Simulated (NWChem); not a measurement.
Species: C2H7BFN; SMILES FBN(C)C

```xyz
12

B      0.7294     0.8453     0.0000
H      1.9243     0.8967     0.0000
F      0.0308     1.9964     0.0000
N      0.0586    -0.3815     0.0000
C     -1.3936    -0.4928     0.0000
C      0.7634    -1.6527     0.0000
H     -1.7454    -1.0371    -0.8879
H     -1.7454    -1.0371     0.8879
H     -1.8391     0.5032     0.0000
H      0.5051    -2.2482     0.8876
H      0.5051    -2.2482    -0.8876
H      1.8420    -1.4799     0.0000
```
Atoms are numbered in this order, from 1.

Computed with NWChem. Medium grid unless said otherwise, to which SCAN and Minnesota functionals are sensitive. The geometry was optimised at B3LYP/6-31G* (spherical d). Total energies of different functionals are on different scales.

| level | energy (Ha) | highest occupied level (eV) | orbital gap (eV) | dipole (D) |
|---|---|---|---|---|
| PBE/def2-TZVP | -259.7428 | -6.02 | 5.87 | 2.39 |
| B3LYP/def2-TZVP | -260.0779 | -7.11 | 7.62 | 2.40 |
| M06-2X/def2-TZVP | -259.9583 | ___ | ___ | 2.40 |
| Hartree-Fock/def2-TZVP | -258.5807 | -10.49 | 13.90 | 2.34 |
| PBE0/def2-TZVP | -259.7684 | -7.32 | 8.10 | 2.40 |

Complete the blanks.


- M06-2X/def2-TZVP, highest occupied level (eV): -8.64
- M06-2X/def2-TZVP, orbital gap (eV): 10.15
